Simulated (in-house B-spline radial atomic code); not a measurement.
# Binding energies in neutral barium

NIST's tabulated ground configuration is [Xe] 6s2; each binding energy is the energy of the ion with one electron taken from that subshell, relaxed, less that of the parent. Computed with a B-spline radial code for spherical atoms: Dirac-Hartree-Fock, average of configuration, Fermi nucleus of rms radius 4.8378 fm. Energies include first-order Breit, QED and recoil terms.

| subshell | X-ray name | binding energy (eV) | -ε (eV) | relaxation (eV) |
| --- | --- | --- | --- | --- |
| 1s | K | 37446.9 | 37656.1 | 70.1 |
| 2s | L1 | 6003.7 | 6056.6 | 37.9 |
| 2p1/2 | L2 | 5633.2 | 5689.6 | 41.7 |
| 2p3/2 | L3 | 5256.3 | 5306.5 | 40.1 |
| 3s | M1 | 1304.2 | 1323.9 | 17.1 |
| 3p1/2 | M2 | 1148.9 | 1168.9 | 17.7 |
| 3d3/2 | M4 | 804.9 | 824.4 | 18.9 |
| 3d5/2 | M5 | 789.6 | 808.5 | 18.6 |
| 4s | N1 | 271.9 | 279.1 | 6.8 |
| 4p1/2 | N2 | 213.4 | 220.4 | 6.6 |
| 4p3/2 | N3 | 197.9 | 204.4 | 6.3 |
| 4d3/2 | N4 | 100.6 | 106.5 | 5.9 |
| 4d5/2 | N5 | 98.02 | 103.75 | 5.80 |
| 5s | O1 | 41.77 | 43.63 | 1.81 |
| 5p1/2 | O2 | 24.29 | 26.03 | 1.71 |
| 5p3/2 | O3 | 22.14 | 23.75 | 1.61 |
| 6s | P1 | 4.28 | 4.44 | 0.16 |

Relaxation = -ε minus the binding energy without Breit, QED and recoil terms.

Emission lines follow as differences of binding energies, with λ = 12398.42 eV·Å / E:

| line | holes | energy (eV) | wavelength (Å) |
| --- | --- | --- | --- |
| K-L3 | 1s → 2p3/2 | 32190.6 | 0.38516 |
| K-L2 | 1s → 2p1/2 | 31813.7 | 0.38972 |
| L3-M5 | 2p3/2 → 3d5/2 | 4466.7 | 2.7757 |
| L2-M4 | 2p1/2 → 3d3/2 | 4828.3 | 2.5679 |
| L3-M1 | 2p3/2 → 3s | 3952.1 | 3.1372 |
| L2-N4 | 2p1/2 → 4d3/2 | 5532.6 | 2.241 |

Q: What screening constant σ does Moseley's law, E = (3/4)·13.6057 eV·(Z - σ)², need for K-L3?

A: σ = -0.17.

Moseley's non-relativistic formula needs a falling, then negative, screening constant for heavy elements, because relativity binds the 1s electron more strongly than the formula allows.

Q: What does it cost to remove both a 3s and a 5p3/2 electron?

A: 1338.1 eV, which is 11.8 eV more than the two single binding energies together.

Q: What does it cost to remove both a 4p3/2 and a 6s electron?

A: 208.37 eV, which is 6.149 eV more than the two single binding energies together.

Q: What does it cost to remove both a 5s and a 5p1/2 electron?

A: 75.552 eV, which is 9.494 eV more than the two single binding energies together.
